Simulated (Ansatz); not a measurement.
Calculated with Ansatz (gas phase, PBE0-D4/def2-TZVP geometries, no zero-point term in ΔE). CBS: MP2 limit from def2 TZ/QZ plus the TZ coupled-cluster correction, frozen cores. This one scheme is used for every species. DFT in def2-TZVPP. B3LYP here is the variant with VWN-RPA as its local correlation; programs differ in this. Elements past krypton have def2 core potentials. For In outer-core shells are correlated without core-valence functions, which leaves a few kJ/mol of doubt a bond. One conformer a species, not always the lowest.

Consider the formal exchange of groups at the In–C bond: `[Cl][In]([Cl])[CH]1BO1` + `C#N` → `N#[C][In]([Cl])[Cl]` + `B1CO1`.

```json
{"level": "B97M-V", "ΔE (kJ/mol)": "-35.3"}
{"level": "B3LYP-D4", "ΔE (kJ/mol)": "-29.5"}
{"level": "BHLYP-D4", "ΔE (kJ/mol)": "-37.6"}
{"level": "CAM-B3LYP-D4", "ΔE (kJ/mol)": "-35.1"}
{"level": "PBE-QIDH", "ΔE (kJ/mol)": "-37.2"}
{"level": "PBE", "ΔE (kJ/mol)": "-26.9"}
{"level": "PBE0", "ΔE (kJ/mol)": "-33.6"}
{"level": "B3LYP", "ΔE (kJ/mol)": "-33.6"}
```

Problem. What does CCSD(T)/CBS give? (An estimate is asked.)

Solution. The calculation gave: -32.3 kJ/mol. The listed levels differ from it by -3.0, 2.8, -5.3, -2.8, -4.9, 5.4, -1.3, -1.3 kJ/mol.

Problem. What do rigid-rotor, harmonic-oscillator terms from PBE0-D4/def2-TZVP frequencies (298.15 K, 1 bar) make of the CCSD(T)/CBS value? (Best estimate.)

Solution. Ansatz gave: ΔZPE = +3.7 kJ/mol, ΔH = -29.9 kJ/mol, ΔS = 8 J/(mol·K), ΔG = -32.3 kJ/mol. Modes under 50 cm⁻¹ make the entropy rough.

Largest T1 diagnostic among the species: 0.016.

From BLYP to BHLYP (50 % exact exchange), in def2-TZVPP and without D4, ΔE moves by −13.2 kJ/mol. At CCSD(T), def2-SVP lies −10.0 kJ/mol from the extrapolated value and def2-TZVPP −4.6 kJ/mol.
